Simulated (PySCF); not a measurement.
Mg(H)(SiH3) (H₄MgSi), SMILES [SiH3][MgH].

The structure is a stationary point at TPSSh-D3(BJ)/def2-TZVP.

Level of theory: HF/def2-TZVPD in PySCF.

Symmetry labels are those of the subgroup Cs that the program uses (full group C3v).

Computed valence orbital energies around the gap with their symmetry:
| orbital | symmetry | energy (eV) |
|---|---|---|
| HOMO−7 | A' | -62.59 |
| HOMO−6 | A" | -62.59 |
| HOMO−5 | A' | -62.54 |
| HOMO−4 | A' | -18.81 |
| HOMO−3 | A' | -12.55 |
| HOMO−2 | A" | -12.55 |
| HOMO−1 | A' | -11.22 |
| HOMO | A' | -9.13 |
| LUMO | A" | 0.75 |
| LUMO+1 | A' | 0.75 |
| LUMO+2 | A' | 1.46 |
| LUMO+3 | A' | 1.72 |
